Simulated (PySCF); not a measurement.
Electron correlation in Ge (germanium, neutral)

[Ar] 3d10 4s2 4p2, high-spin 3P determinant. All numbers are calculated (PySCF 2.14, scalar relativity by spin-free X2C-1e, in x2c-TZVPall). Frozen: [Ar] 3d10; 4 electrons correlated.

MP2 pair energies summed by pair of shells (mhartree):

```
 pair  energy  share (%)
4s-4p  -29.48       59.8
4s-4s  -15.04       30.5
4p-4p   -4.75        9.6
```

Total MP2 correlation energy: -49.27 mhartree.

Same-spin part -8.58 and opposite-spin part -40.69 mhartree; SCS-MP2 scales them by 1/3 and 6/5 to -51.69 mhartree.

| level | correlation energy (mhartree) |
| --- | --- |
| CCSD | -63.74 |
| (T) | -1.73 |
| CCSD(T) | -65.47 |

Diagnostics: T1 = 0.0087, D1 = 0.0233, largest double amplitude 0.088.

Cost of the coupled-cluster step: 0.53 s of wall time on 1 thread of Neoverse-V1 (shared host), for 4 correlated electrons.
